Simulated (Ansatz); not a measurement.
Input for Ansatz (a first-principles code): U-B97M-V/def2-TZVPP on N (SMILES [N]).

Ansatz 0.2 input:
```yaml
crystal:
  periodic: [false, false, false]
  atoms:
    - {symbol: N, position_ang: [0.00000000, 0.00000000, 0.00000000]}
basis:
  gaussian:
    orbitals: def2-TZVPP
hamiltonian:
  xc: {name: B97M-V}
magnetization: {spin_polarized: true, initial_magnetization: 3}
```

It printed:

```
WARN ansatz: RAYON_NUM_THREADS=1 ignored (pool sized by the plan → 1); use --threads N
Functional definition: B97M-V
integrals: 0.01 GiB planned
155 factors; their error is unknown
mean field: 0.08 GiB planned
mean field evaluation 1: about -1485.4435 eV, gradient 8.6e0 eV
mean field evaluation 2: about -1485.5734 eV, gradient 5.1e0 eV
mean field evaluation 4: about -1485.6935 eV, gradient 4.9e-2 eV
mean field evaluation 8: about -1485.6932 eV, gradient 9.4e-5 eV
mean field -1485.69315780 eV, -54.5982165101 hartree, gradient 5.1e-6 eV, S^2 3.756730; 0 other end points of the search recorded, 0 dependent functions left out
reference -1485.69318296 eV, -54.5982174347 hartree; 5, 2 occupied and 26, 29 virtual orbitals, 155 factors
Total energy: -1485.69318296 eV, -54.5982174347 hartree
```

The run converged.

Cost: around 0.6 core-seconds (rough).
